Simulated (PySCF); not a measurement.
How methods differ on the excitation energy of Zn

Zn [Ar] 3d10 4s2 (1S) → Zn [Ar] 3d9 4s2 4p1 (high-spin determinant), as a difference of total energies. Computed with PySCF 2.14 in dyall-av2z, with the non-relativistic Hamiltonian (point nucleus). Correlated levels: valence: [Ar] frozen; virtual orbitals above 40 to 60 times the deepest correlated orbital energy dropped. The calculations carry no spin-orbit coupling.

```
           method  excitation energy (eV)
              UHF                   9.424
    MP2 (valence)                  11.971
SCS-MP2 (valence)                  11.668
   CCSD (valence)                  11.266
CCSD(T) (valence)                  11.385
```

**Question.** How much does correlation contribute at CCSD(T) (valence)?

**Answer.** 11.385 − (9.424) = 1.961 eV, measured against UHF.

A first-order spin-orbit estimate (lowest level to lowest level, LS coupling) adds -0.111 eV.

The upper state lies above the first ionisation limit, where it may autoionise and the basis confines it.

The determinant of the upper state mixes LS terms, which raises its energy above the lowest term, most at the Hartree-Fock and MP2 levels.
